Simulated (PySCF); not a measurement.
Structure revision by computed shifts

A compound C8H12NP gives the data below (simulated from a calculation) and was assigned the structure `C[C@@H]1[C@H](C)P1n1cccc1`.

13C{1H} NMR (computed): δ 127.3 (CH, 2C), 118.2 (CH, 2C), 47.2 (CH2, 2C), 29.2 (CH2), 13.4 (CH2).

1H NMR (500 MHz, computed): δ 7.29 (m, 2H), 6.62 (m, 2H), 2.84 (m, 2H), 2.65 (m, 2H), 1.75 (m, 1H), 1.56 (m, 1H), 1.10 (m, 2H).

PySCF calculation with GFN2-xTB structure and GIAO PBE0/pcSseg-1 shieldings; one averaged value for each set of equivalent atoms, non-relativistic, isolated molecule, a single conformation.

Scale: 1H (σ = 31.72 ppm), 13C (σ = 186.93 ppm) against TMS (reference shieldings calculated alike).

(1) Compare with the shifts computed for the proposed structure, pairing carbons in order of shift.

(2) Which isomer fits?

Answers

(1) Atoms are numbered as in `[CH3:1][C@@H:2]1[C@H:3]([CH3:4])[P:5]1[n:6]1[cH:7][cH:8][cH:9][cH:10]1` (H(Xn): hydrogen on atom n).

```tsv
atom	computed for proposal	given list	difference
C7	127.4	127.3	+0.1
C10	127.4	127.3	+0.1
C8	116.3	118.2	-1.9
C9	116.3	118.2	-1.9
C2	33.3	47.2	-13.9
C3	33.3	47.2	-13.9
C1	13.2	29.2	-16.0
C4	13.2	13.4	-0.2
```

The rms difference is 9.0 ppm and the largest -16.0 ppm at C1 (methyl carbon). The proposal also would give 4 carbon signals, not 5. The carbon types in order of shift don't match either: CH, CH, CH, CH, CH, CH, CH3, CH3 for the proposal against CH, CH, CH, CH, CH2, CH2, CH2, CH2 in the data. The proposal doesn't fit.

(2) `C=P1(n2cccc2)CCC1`.

1. δC 127.3: aromatic CH next to a ring nitrogen.
2. δC 118.2: aromatic CH.
3. δC 13.4: sp3 CH2 in a ring; aliphatic region, no heteroatom directly attached.
4. δH 7.29: hydrogen on an aromatic CH next to a ring nitrogen; the ring current deshields protons in the ring plane.

This is the structure that produced the data.

Splittings by 31P in the carbon and heteronuclear signals aren't shown, as no couplings were computed. Shifts are as computed. Against solution values, carbons near 30 ppm lie about +3 ppm off and those near 130 ppm about +5 ppm. Of 1211 compounds with measured shifts, 218 miss one by over three times the rms of a fit or turn the order of signals round; such compounds aren't used in these exercises. No couplings were computed; multiplicities are counted from neighbouring protons, with m where these are inequivalent, close in shift, in a saturated or five-membered ring or joined by F or P, and br s for small geminal =CH2 splittings.
